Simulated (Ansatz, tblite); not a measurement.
Cost and result up the ladder for Li10⁺ (relaxed from a model of Li10 tetrahedron, whose bonding it doesn't keep) (10 atoms). Charge 1, multiplicity 2. Geometry: PBE/def2-TZVP.

Cartesian coordinates in Å:
```
Li 2.530 -2.650 0.797
Li 1.980 0.235 0.124
Li 1.890 3.162 -0.631
Li -0.072 -1.067 1.816
Li -0.364 1.739 1.123
Li -2.371 0.548 3.136
Li 0.229 -1.746 -1.086
Li -0.060 1.038 -1.780
Li -2.137 -0.257 -0.111
Li -1.626 -1.003 -3.386
```

Ansatz on 4 threads of Arm Neoverse V2 on a shared host; xTB runs through tblite on one thread. Times are rough, summed over both states, and most runs start from the orbitals of an earlier one. RPA@PBE/def2-TZVP serves as the yardstick here, not as an exact answer. The other state is a quartet at its own geometry, which has other bonds, so the gap mixes isomer and spin.

The xTB rows come from tblite. HSE06 is defined as in plane-wave codes, on full-range PBE exchange. Correlated methods freeze no core orbitals; core or outer-core shells of Li are correlated, in sets that lack core-valence functions.

Run but left out: HF/STO-3G, HF/def2-TZVP, MP2/def2-TZVP, CCSD/def2-TZVP, CCSD(T)/def2-TZVP (doublet: ⟨S²⟩ 1.38 to 1.43, where a pure state has 0.75).

Correlated methods converge slowly with the basis.

xTB has no spin-polarisation term.

| level | functions | wall time | quartet − doublet (eV) | difference from RPA@PBE/def2-TZVP (eV) | remarks |
| --- | --- | --- | --- | --- | --- |
| GFN1-xTB | 40 | 0.011 s | 0.62 | 0.14 | – |
| GFN2-xTB | 40 | 0.054 s | 0.98 | 0.49 | – |
| PBE/def2-TZVP | 140 | 6.1 s | 0.06 | -0.43 | – |
| revPBE/def2-TZVP | 140 | 6.4 s | 0.08 | -0.41 | – |
| BLYP/def2-TZVP | 140 | 7 s | 0.32 | -0.16 | – |
| HSE06/def2-TZVP | 140 | 8.4 s | 0.09 | -0.40 | – |
| PBE0/def2-TZVP (with forces) | 140 | 10 s | 0.10 | -0.39 | – |
| RPA@PBE/def2-TZVP | 140 | 11 s | 0.49 | 0.00 | – |
| B97M-V/def2-TZVP | 140 | 25 s | -0.04 | -0.53 | – |
| r2SCAN/def2-TZVP | 140 | 37 s | -0.12 | -0.60 | spin-contaminated (⟨S²⟩ 0.83) (doublet) |
